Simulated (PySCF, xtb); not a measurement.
Cl₂GeH₄OSi, SMILES O[Si](Cl)(Cl)[GeH3].

GFN2-xTB (xtb) at its own geometry gives an orbital gap of 5.75 eV and a dipole moment of 2.18 D.

Geometry: ωB97X-D3(BJ)/def2-SVP. The structure was generated by enumeration, and PubChem lists no compound with its InChIKey, so it may never have been made. Other conformers were not sampled.

Task: What does PySCF with HF/def2-TZVP give? (Estimate from the structure and the level; the computed values follow.)

Result: gap 14.36 eV (levels -11.29 and 3.07 eV), dipole 0.86 D.
